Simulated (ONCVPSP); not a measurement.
**An all-electron radial function and its pseudo partner (magnesium)**

Columns: radius, all-electron u(r) and pseudo u(r) of the 3s shell (level -4.78 eV) of magnesium in the configuration [Ne] 3s2; LDA (Perdew-Wang 92), scalar-relativistic, ONCV scheme, ONCVPSP 4.0.1.

```json
{"r (bohr)": "0.100", "all-electron": "0.1083", "pseudo": "0.0139"}
{"r (bohr)": "0.200", "all-electron": "-0.0371", "pseudo": "0.0279"}
{"r (bohr)": "0.300", "all-electron": "-0.1695", "pseudo": "0.0424"}
{"r (bohr)": "0.400", "all-electron": "-0.2372", "pseudo": "0.0584"}
{"r (bohr)": "0.500", "all-electron": "-0.2459", "pseudo": "0.0768"}
{"r (bohr)": "0.600", "all-electron": "-0.2130", "pseudo": "0.0983"}
{"r (bohr)": "0.700", "all-electron": "-0.1544", "pseudo": "0.1230"}
{"r (bohr)": "0.800", "all-electron": "-0.0820", "pseudo": "0.1503"}
{"r (bohr)": "0.900", "all-electron": "-0.0038", "pseudo": "0.1798"}
{"r (bohr)": "1.000", "all-electron": "0.0747", "pseudo": "0.2111"}
{"r (bohr)": "1.100", "all-electron": "0.1502", "pseudo": "0.2444"}
{"r (bohr)": "1.200", "all-electron": "0.2206", "pseudo": "0.2802"}
{"r (bohr)": "1.300", "all-electron": "0.2848", "pseudo": "0.3186"}
{"r (bohr)": "1.400", "all-electron": "0.3423", "pseudo": "0.3590"}
{"r (bohr)": "1.500", "all-electron": "0.3930", "pseudo": "0.3999"}
{"r (bohr)": "1.600", "all-electron": "0.4371", "pseudo": "0.4393"}
{"r (bohr)": "1.700", "all-electron": "0.4748", "pseudo": "0.4753"}
{"r (bohr)": "1.800", "all-electron": "0.5066", "pseudo": "0.5066"}
{"r (bohr)": "1.900", "all-electron": "0.5328", "pseudo": "0.5328"}
{"r (bohr)": "2.000", "all-electron": "0.5540", "pseudo": "0.5540"}
{"r (bohr)": "2.100", "all-electron": "0.5704", "pseudo": "0.5704"}
{"r (bohr)": "2.200", "all-electron": "0.5827", "pseudo": "0.5827"}
{"r (bohr)": "2.300", "all-electron": "0.5910", "pseudo": "0.5910"}
{"r (bohr)": "2.400", "all-electron": "0.5959", "pseudo": "0.5959"}
{"r (bohr)": "2.500", "all-electron": "0.5977", "pseudo": "0.5977"}
{"r (bohr)": "2.600", "all-electron": "0.5968", "pseudo": "0.5968"}
```

(1) How many radial nodes do the two functions have?

(2) At about which radius was the pseudo-wave matched?

(3) Is the pseudo-wave norm-conserving?

Results:

(1) The all-electron 3s function has n − l − 1 = 2; the pseudo-wave has 0, since the states of the same l below it are removed with the core.

(2) 2.00 bohr. The columns agree to 0.0005 from 1.80 bohr on; several derivatives are matched, so the curves merge somewhat inside the radius.

(3) Yes: the ONCV scheme keeps the norm inside the radius equal to the all-electron one, which fixes the energy derivative of the logarithmic derivative at the level.
